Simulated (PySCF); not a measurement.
H$_{8}$N$_{4}$Si, SMILES `N[Si](N)(N)N`, neutral singlet in the gas phase. 

Cartesian coordinates (Å):
SMILES: N[Si](N)(N)N
```xyz
13

N     -0.1824     0.5621     1.6114
Si     0.0000     0.0000     0.0000
N     -0.8092    -1.4852    -0.2925
N      1.6243    -0.3824    -0.4017
N     -0.6328     1.3055    -0.9172
H     -1.0542     0.9739     1.9024
H      0.2626     0.0715     2.3694
H     -0.6330    -1.9920    -1.1448
H     -1.7574    -1.6124     0.0206
H      2.3077     0.3515    -0.4893
H      2.0398    -1.2311    -0.0533
H     -0.3526     2.2491    -0.7042
H     -0.8130     1.1894    -1.9007
```
Charge 0, spin multiplicity 1.

All levels are single points at this geometry (PBE0-D3(BJ)/def2-TZVP); Pople sets use spherical d functions. Orbital energies aren't observables, and empty levels follow the basis.

M06-2X/6-31G* in PySCF gives gap (eV) = 10.71.

Question: Estimate the gap (eV) from each of these levels: M06-2X/def2-TZVP in PySCF; PBE-D3(BJ)/def2-TZVP in PySCF; B3LYP/6-31G* in PySCF; PBE/6-31G* in PySCF; HF/STO-3G in PySCF.

Answer: 
```json
[
 {"level": "M06-2X/def2-TZVP in PySCF", "gap (eV)": "9.59"},
 {"level": "PBE-D3(BJ)/def2-TZVP in PySCF", "gap (eV)": "5.27"},
 {"level": "B3LYP/6-31G* in PySCF", "gap (eV)": "7.77"},
 {"level": "PBE/6-31G* in PySCF", "gap (eV)": "5.92"},
 {"level": "HF/STO-3G in PySCF", "gap (eV)": "21.86"}
]
```
